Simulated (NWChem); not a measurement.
System: BSiH₅O₃; SMILES OB(O)O[SiH3]

Here is an NWChem input.

```
start job
memory heap 200 mb stack 900 mb global 1100 mb
geometry units angstroms noautoz
  B      0.110092     0.977816    -0.076867
  O      0.842782     2.073437    -0.427926
  H      0.451421     2.917109    -0.193119
  O     -1.101117     1.017475     0.566616
  H     -1.440205     1.890697     0.774347
  O      0.621753    -0.242884    -0.389430
  Si     0.006636    -1.770436    -0.114765
  H     -1.304752    -1.949802    -0.805081
  H     -0.161346    -2.023255     1.346855
  H      0.994119    -2.735582    -0.672367
end
basis spherical
  * library def2-svp
end
dft
  xc rpbe cpbe96
  iterations 150
  mulliken
end
task dft energy
```

Structure relaxed at the PBE0/def2-SVP level.

### Question
What results follow from this input? (RPBE/def2-SVP.) Quantities: energy (Ha); highest occupied level (eV); orbital gap (eV); dipole (D).

### Answer
```
Quantity                      Result
---------------------------  -------
energy (Ha)                  -542.87
highest occupied level (eV)    -7.05
orbital gap (eV)                6.79
dipole (D)                      3.10
```
